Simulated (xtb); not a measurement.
Job for xtb: GFN1-xTB on HF (SMILES F).

```
$ xtb mol.xyz --gfn 1 --sp --chrg 0 --uhf 0
2

F     -0.00000000     0.00000000     0.46222970
H      0.00000000    -0.00000000    -0.46222970
```

The log:

```
[...]
           -------------------------------------------------
          |                Calculation Setup                |
           -------------------------------------------------



           -------------------------------------------------
          |                 G F N 1 - x T B                 |
           -------------------------------------------------

        Reference                      10.1021/acs.jctc.7b00118
      * Hamiltonian:
        H0-scaling (s, p, d)           1.850000    2.250000    2.000000
        zeta-weighting                 0.000000
      * Dispersion:
        s8                             2.400000
        a1                             0.630000
        a2                             5.000000
        s9                             0.000000
      * Repulsion:
        kExp                           1.500000
        rExp                           1.000000
      * Coulomb:
        alpha                          2.000000
        third order                    atomic
        anisotropic                    false
      * Halogen bond correction:
        rad-scale                      1.300000
        damping                        0.440000


          ...................................................
          :                      SETUP                      :
          :.................................................:
          :  # basis functions                   6          :
          :  # atomic orbitals                   6          :
          :  # shells                            4          :
          :  # electrons                         8          :
          :  # halogen bonds                     0          :
          :  max. iterations                   250          :
          :  Hamiltonian                  GFN1-xTB          :
          :  restarted?                      false          :
          :  GBSA solvation                  false          :
          :  PC potential                    false          :
          :  electronic temp.          300.0000000     K    :
          :  accuracy                    1.0000000          :
          :  -> integral cutoff          0.2500000E+02      :
          :  -> integral neglect         0.1000000E-07      :
          :  -> SCF convergence          0.1000000E-05 Eh   :
          :  -> wf. convergence          0.2000000E-04 e    :
          :  Broyden damping             0.4000000          :
          :  net charge                          0          :
          :  unpaired electrons                  0          :
          ...................................................

 iter      E             dE          RMSdq      gap      omega  full diag
   1     -5.6775340 -0.567753E+01  0.393E+00   10.82       0.0  T
   2     -5.6789056 -0.137160E-02  0.215E+00   10.25       1.0  T
   3     -5.6791299 -0.224252E-03  0.256E-01    9.80       1.0  T
   4     -5.6791463 -0.164570E-04  0.201E-02    9.88       3.5  T
   5     -5.6791465 -0.233566E-06  0.221E-04    9.89     320.0  T
   6     -5.6791465 -0.332916E-10  0.249E-05    9.90    2838.8  T
   7     -5.6791465 -0.390799E-13  0.311E-08    9.90  100000.0  T

   *** convergence criteria satisfied after 7 iterations ***

         #    Occupation            Energy/Eh            Energy/eV
      -------------------------------------------------------------
         1        2.0000           -0.8384945             -22.8166
         2        2.0000           -0.5854020             -15.9296
         3        2.0000           -0.5373157             -14.6211
         4        2.0000           -0.5373157             -14.6211 (HOMO)
         5                         -0.1736800              -4.7261 (LUMO)
         6                          0.2130918               5.7985
      -------------------------------------------------------------
                  HL-Gap            0.3636357 Eh            9.8950 eV
             Fermi-level           -0.3554978 Eh           -9.6736 eV

 SCC (total)                   0 d,  0 h,  0 min,  0.002 sec
 SCC setup                      ...        0 min,  0.000 sec (  7.159%)
 Dispersion                     ...        0 min,  0.000 sec (  3.126%)
 classical contributions        ...        0 min,  0.000 sec (  1.461%)
 integral evaluation            ...        0 min,  0.000 sec ( 12.350%)
 iterations                     ...        0 min,  0.001 sec ( 53.758%)
 molecular gradient             ...        0 min,  0.000 sec (  8.459%)
 printout                       ...        0 min,  0.000 sec ( 12.917%)

         :::::::::::::::::::::::::::::::::::::::::::::::::::::
         ::                     SUMMARY                     ::
         :::::::::::::::::::::::::::::::::::::::::::::::::::::
         :: total energy              -5.659868991089 Eh    ::
         :: gradient norm              0.003631251551 Eh/a0 ::
         :: HOMO-LUMO gap              9.895032019488 eV    ::
         ::.................................................::
         :: SCC energy                -5.679146541262 Eh    ::
         :: -> electrostatic           0.025309134936 Eh    ::
         :: repulsion energy           0.019320883462 Eh    ::
         :: dispersion energy         -0.000043333288 Eh    ::
         :: halogen bond corr.         0.000000000000 Eh    ::
         :: add. restraining           0.000000000000 Eh    ::
         :: total charge               0.000000000000 e     ::
         :::::::::::::::::::::::::::::::::::::::::::::::::::::

           -------------------------------------------------
          |                Property Printout                |
           -------------------------------------------------

    * Orbital Energies and Occupations

         #    Occupation            Energy/Eh            Energy/eV
      -------------------------------------------------------------
         1        2.0000           -0.8384945             -22.8166
         2        2.0000           -0.5854020             -15.9296
         3        2.0000           -0.5373157             -14.6211
         4        2.0000           -0.5373157             -14.6211 (HOMO)
         5                         -0.1736800              -4.7261 (LUMO)
         6                          0.2130918               5.7985
      -------------------------------------------------------------
                  HL-Gap            0.3636357 Eh            9.8950 eV
             Fermi-level           -0.3554978 Eh           -9.6736 eV

  Mulliken/CM5 charges         n(s)   n(p)   n(d)
     1F    -0.39729 -0.46504   1.817  5.580  0.000
     2H     0.39729  0.46504   0.603  0.000  0.000

Wiberg/Mayer (AO) data.
largest (>0.10) Wiberg bond orders for each atom

 ---------------------------------------------------------------------------
     #   Z sym  total        # sym  WBO       # sym  WBO       # sym  WBO
 ---------------------------------------------------------------------------
     1   9 F    0.843 --     2 H    0.843
     2   1 H    0.843 --     1 F    0.843
 ---------------------------------------------------------------------------

Topologies differ in total number of bonds
Writing topology from bond orders to xtbtopo.mol

 dipole moment from electron density (au)
     X       Y       Z
   0.0000   0.0000  -0.9424  total (Debye):    2.395


           -------------------------------------------------
          | TOTAL ENERGY               -5.659868991089 Eh   |
          | GRADIENT NORM               0.003631251551 Eh/α |
          | HOMO-LUMO GAP               9.895032019488 eV   |
           -------------------------------------------------

------------------------------------------------------------------------
------------------------------------------------------------------------
Note: The following floating-point exceptions are signalling: IEEE_DENORMAL
normal termination of xtb
 total:
 SCF:
```

The run finished.

Cost: very roughly 0.04 core-seconds.
